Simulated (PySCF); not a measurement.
Compound: tetrahydropyran-2-methanol, C₆H₁₂O₂.
Geometry (PBE0-D3(BJ)/def2-SVP, Å), atoms numbered from 1 in this order:
```
atom  x, y, z in Å
O1     2.5201    1.0307    0.5086
C2     2.1923    0.3383   -0.6596
C3     0.7308   -0.0780   -0.6514
C4     0.3953   -1.0780    0.4483
C5    -1.1098   -1.2870    0.5617
C6    -1.8142    0.0578    0.6949
C7    -1.3794    0.9817   -0.4297
O8     0.0176    1.1320   -0.4709
H9     1.8181    1.6870    0.6149
H10    2.8357   -0.5537   -0.7247
H11    2.3758    0.9504   -1.5653
H12    0.4689   -0.5151   -1.6394
H13    0.8031   -0.6808    1.3925
H14    0.9149   -2.0290    0.2474
H15   -1.4780   -1.7997   -0.3461
H16   -1.3513   -1.9458    1.4107
H17   -2.9101   -0.0576    0.6809
H18   -1.5483    0.5243    1.6591
H19   -1.7991    1.9916   -0.3082
H20   -1.7416    0.5856   -1.4019
```

Level: CAM-B3LYP/def2-SVPD in PySCF, non-relativistic, on one gas-phase PBE0-D3(BJ)/def2-SVP geometry that isn't relaxed in the solvent. The solvent is an IEF-PCM continuum (cavity from Bondi-type radii × 1.2). The model holds no explicit solvent molecules, cavitation or dispersion.

Gas phase at CAM-B3LYP/def2-SVPD: HOMO -8.89 eV, LUMO 1.29 eV, dipole 2.73 D.

Problem. What does the continuum do to the energy, the frontier levels and the dipole at CAM-B3LYP/def2-SVPD in benzene and chloroform?

Solution. 
```tsv
solvent	ε	E(solvent) − E(gas) (kcal/mol)	polarisation term (kcal/mol)	distortion of the solute (kcal/mol)	HOMO (eV)	LUMO (eV)	dipole (D)
benzene	2.271	-2.33	-2.47	0.14	-8.82	1.40	3.07
chloroform	4.711	-3.72	-4.10	0.38	-8.79	1.44	3.29
```

The polarisation term is half the interaction of the solute with the surface charges that it induces; the rest is the cost of distorting the solute's density. The sum is the electrostatic part of solvation alone. The atom shares or the degeneracy of the LUMO differ from the gas phase in chloroform, so that column needn't follow one orbital. From benzene to chloroform the lowering changes by a factor 1.60, Onsager's factor (ε − 1)/(2ε + 1) by 1.55 and ε itself by 2.1.

Problem. Which radius a makes the point-dipole formula ΔE = −[(ε − 1)/(2ε + 1)]·μ²/a³ give the value in chloroform, with the gas-phase dipole?

Solution. μ = 1.076 au and |ΔE| = 0.00593 Eh give a = 2.18 Å; the farthest nucleus lies 3.01 Å from the centroid of the nuclei, so such a sphere wouldn't even hold the nuclei. The formula assumes a rigid point dipole at the centre of a sphere.

Problem. Give the dipole vector in the frame of the coordinates (D, pointing from negative to positive charge), gas and chloroform.

Solution. Gas (-2.35, -1.15, -0.80), solvent (-2.77, -1.44, -1.04). Its length changes by +20 % and its direction by 2°.

Problem. How does the static polarisability (CAM-B3LYP/def2-SVPD, frozen core, with the continuum's full static response) change?

Solution. 
| medium | isotropic (au) | principal values (au) | ⟨r²⟩ of the electrons (bohr²) |
| --- | --- | --- | --- |
| gas | 78.4 | 72.1, 76.6, 86.4 | 1017.4 |
| benzene | 89.0 | 83.0, 87.3, 96.8 | 1017.4 |
| chloroform | 96.5 | 91.5, 94.7, 103.2 | 1017.3 |

The isotropic value in chloroform is 1.23 times the gas-phase one; no cavity-field correction is applied. ⟨r²⟩ is taken about the centre of nuclear charge.
